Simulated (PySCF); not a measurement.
GaH3OSe2. Atoms are numbered in the order given.

```xyz
7

Ga    -0.5466     0.0040     0.0000
O     -2.3314     0.1252     0.0000
H     -2.8127    -0.7119     0.0000
Se     0.5060    -2.0933     0.0000
H      1.8470    -1.4781     0.0000
Se     0.5148     2.0817     0.0000
H      1.8548     1.4626     0.0000
```
Charge 0, spin multiplicity 1.

Geometry optimised at B3LYP-D3(BJ)/def2-SVP. One conformer was computed; it need not be the lowest.

The numbers are results of HF/pcSseg-1 run with PySCF, not measurements.

GIAO shieldings, no solvent; atoms listed in one row are averaged. δ = σ(ref) − σ: ¹⁷O against H2O (σ = 333.0 ppm); ¹H against TMS (σ = 31.99 ppm); ⁷⁷Se against Me2Se (σ = 1942.8 ppm), references at their B3LYP-D3(BJ)/def2-TZVP geometries, non-relativistic.

| nucleus | atoms | count | δ (ppm) |
|---|---|---|---|
| ¹⁷O | O2 | 1 | 45.3 |
| ¹H | H3 | 1 | 2.48 |
| ¹H | H5 | 1 | 0.93 |
| ¹H | H7 | 1 | 0.65 |
| ⁷⁷Se | Se4 | 1 | -298.7 |
| ⁷⁷Se | Se6 | 1 | -299.9 |
